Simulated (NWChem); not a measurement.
# C3H5NSSi; SMILES [SiH3]c1nccs1

Results from NWChem. Pople sets run with spherical d functions. The geometry was optimised at PBE0/def2-SVP. Static field.

Q: Order these by “isotropic polarisability (bohr³)”, lowest first: Hartree-Fock/6-31G*; Hartree-Fock/def2-SVPD; Hartree-Fock/def2-SVP; Hartree-Fock/6-31+G*.

A: Hartree-Fock/6-31G* (67.2), Hartree-Fock/def2-SVP (69.6), Hartree-Fock/6-31+G* (76.2), Hartree-Fock/def2-SVPD (81.9)
